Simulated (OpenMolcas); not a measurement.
Al: thermal populations, the spin-orbit constant, worked from levels

```yaml
Program: OpenMolcas 26.06
Basis: ANO-R3 [6s5p4d2f1g]
Scalar_Hamiltonian: X2C, finite nucleus
Active_space: 3 electrons in 4 orbitals (3s 3p)
State_averaging: 2S+1 = 4 odd, 1 root (0 in the spin-orbit step); 2S+1 = 2 odd, 3 roots; 2S+1 = 4 even, 3 roots; 2S+1 = 2 even, 5 roots
Spin-orbit_coupling: RASSI with atomic mean-field integrals over the reference wave functions, term energies averaged over their components
```

Methods: CASSCF; SS-CASPT2, IPEA 0.25 Eh, imaginary shift 0.1 Eh (closed shells correlated: 2s 2p). Measured levels: NIST Handbook of Basic Atomic Spectroscopic Data.

**Thermal populations.** Z = Σ (2J + 1) exp(-E/kT) with k = 0.695035 cm-1/K, over the levels below. No other level of either list lies under 25300 cm-1, which is above 7 kT at each temperature.

```json
{"Level": "3s2 3p 2P* 1/2", "2J + 1": "2", "SS-CASPT2": "0.0", "measured": "0.0"}
{"Level": "3s2 3p 2P* 3/2", "2J + 1": "4", "SS-CASPT2": "104", "measured": "112"}
```

```csv
T (K),"Z, SS-CASPT2","Z, measured levels","Ground level (%), SS-CASPT2","Ground level (%), measured levels"
2000,5.712,5.690,35.0,35.1
3000,5.805,5.791,34.5,34.5
5000,5.882,5.873,34.0,34.1
```

At 5000 K, kT = 3475 cm-1, and the computed levels give Z = 2.000 + 3.882 = 5.882.

**The spin-orbit constant.** For the Hund term 2P* of p1, E(J) = (A/2) J(J+1) + constant and ζ = 2S·A = A. From J = 1/2 to J = 3/2 the energy changes by 1.5 A.

| Source | E(3/2) - E(1/2) | A | ζ |
| --- | --- | --- | --- |
| CASSCF | 103.7 | 69.1 | 69 |
| SS-CASPT2 | 103.7 | 69.1 | 69 |
| measured | 112.1 | 74.7 | 75 |

All in cm-1. SS-CASPT2 is off by -7.5 % and CASSCF by -7.5 %. Both methods take the spin-orbit matrix elements from the reference wave functions, so the second can move ζ only through the term energies and any multistate remixing.

Over all roots computed the reference weight is 0.92 to 0.97 in SS-CASPT2; the roots of lowest weight are the least certain, and an intruder state may touch them. Without dynamic correlation excited terms often stand tens of per cent too high (terms of higher spin than the ground term too low), and those without a measured partner can miss by more than the paired ones (holds for CASSCF). Computed and measured levels are paired by configuration, term and J; levels that our copy of the source lacks, or whose pairing is in doubt (as where it misses far off the trend of its configuration), stay unpaired and out of the deviations. Only configurations of the active space appear.

* marks odd parity.
